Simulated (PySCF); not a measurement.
H3IS3Ti, SMILES [SH][Ti]([SH])([SH])[I], multiplicity 1.

The structure is a stationary point at B3LYP-D3(BJ)/def2-SVP. The spin state was assumed, not searched. The def2 effective core potentials stand for the cores of I; spin–orbit coupling is left out. Other conformers were not sampled.

Computed with PySCF with PBE/def2-TZVP.

```
Item                                                                                                               Value
---------------------------------------------------------------------------------------------  -------------------------
total energy                                                                                         -2343.05046 hartree
highest occupied level                                                                                          -6.72 eV
lowest empty level                                                                                              -4.06 eV
orbital gap                                                                                                      2.67 eV
dipole moment                                                                                                     0.87 D
quadrupole, principal values (traceless, Buckingham form, about the centre of nuclear charge)     -4.10, -1.46, 5.56 D·Å
mean static polarisability                                                                        139.7 bohr³ (20.70 Å³)
polarisability, principal values                                                               129.5, 132.7, 156.9 bohr³
```
